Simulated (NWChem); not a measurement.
C$_{3}$H$_{7}$NSi; SMILES [SiH2]1C=NCC1

```xyz
12

C      1.3414     0.1885     0.0000
N      0.7828     1.3335     0.0000
C     -0.6698     1.3477     0.0000
C     -1.3389    -0.0497     0.0000
Si     0.1133    -1.2602     0.0000
H      2.4419     0.1560     0.0000
H     -0.9821     1.9432     0.8747
H     -0.9821     1.9432    -0.8747
H     -1.9797    -0.1920    -0.8832
H     -1.9797    -0.1920     0.8832
H      0.2100    -2.1344    -1.2099
H      0.2100    -2.1344     1.2099
```
Atoms are numbered in this order, from 1.

Computed with NWChem. Pople sets run with spherical d functions. The geometry was optimised at PBE0/def2-SVP. Not confirmed as a minimum by frequencies.

For level Hartree-Fock/STO-3G:

```
Property                     Value
---------------------------  -----
highest occupied level (eV)  -7.91
orbital gap (eV)             16.18
dipole (D)                    2.11
```

Question: How do the values read with level Hartree-Fock/6-31+G* instead?

Answer: 
- highest occupied level (eV) = -10.39
- orbital gap (eV) = 11.95
- dipole (D) = 1.97
